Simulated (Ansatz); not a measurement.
Worked example: the step energy

An elementary step of Si3N3H13, closed shell (SiN₂H₆ ([NH2][SiH2][NH2]) + Si₂NH₇ ([SiH3][NH][SiH3]) → Si₃N₂H₁₀ ([NH2][SiH2][N]([SiH3])[SiH3]) + NH₃; Si–N, H–N broken or loosened, Si–N, N–H formed or tightened). “Start” and “end” are the PBE0-D4/def2-TZVP structures reached by relaxing down either side of its saddle point, with the molecules still in contact.

Ansatz 0.2.0; basis: def2-TZVPP and def2-QZVPP; cores frozen in the correlated methods.

Energies in eV:

| quantity | end | start |
| --- | --- | --- |
| Hartree–Fock, triple zeta (X = 3) | -28243.68348 | -28243.60585 |
| Hartree–Fock, quadruple zeta (X = 4) | -28244.68516 | -28244.60811 |
| MP2 correlation, X = 3 | -28.51346 | -28.32739 |
| MP2 correlation, X = 4 | -30.55707 | -30.37471 |
| CCSD(T) correlation, X = 3 | -31.74307 | -31.56913 |

Work out the step energy at the basis limit: extrapolate Hartree–Fock as E(X) = E∞ + A exp(−7.88 √X) and the MP2 correlation as E(X) = E∞ + B X^−2.97 (the exponents that Neese and Valeev fitted for def2-TZVPP and QZVPP), then add CCSD(T) − MP2 in triple zeta.

Each step is linear, so take the differences first (end − start): Hartree–Fock -0.07763 (X = 3) and -0.07705 (X = 4); MP2 correlation -0.18607 and -0.18236; CCSD(T) correlation -0.17394.
Two points give E∞ = E(4) + w [E(4) − E(3)], with w = 1/(exp(7.88 (2 − √3)) − 1) = 0.1377 for Hartree–Fock and w = 1/((4/3)^2.97 − 1) = 0.7407 for the correlation.
Hartree–Fock: -0.07705 + 0.1377 × 0.00058 = -0.0770 eV.
MP2 correlation: -0.18236 + 0.7407 × 0.00371 = -0.1796 eV.
CCSD(T) − MP2: -0.17394 − (-0.18607) = 0.0121 eV.
Sum: -0.0770 + (-0.1796) + 0.0121 = -0.2445 eV, or -5.64 kcal/mol. Plain CCSD(T) in triple zeta gives -0.2516 eV, so the larger basis shifts the result by 0.0071 eV.

No T1 diagnostic of these runs exceeds 0.012.

Labels in which every atom is bracketed show which atoms are joined, not bond orders.

For scale, one of the runs: CCSD(T)/def2-TZVPP, 401 basis functions, launched by `ansatz run in.yaml --threads 4 --pin off --events-out ev --progress --plain --max-ram 66560MiB --backend cuda --devices 0, --max-vram 37GiB`. Time: 24 s of wall clock on 4 CPU threads of an AMD EPYC 7R13 and a share of one NVIDIA H100; the host was shared. Peak host memory: 0.87 GiB.
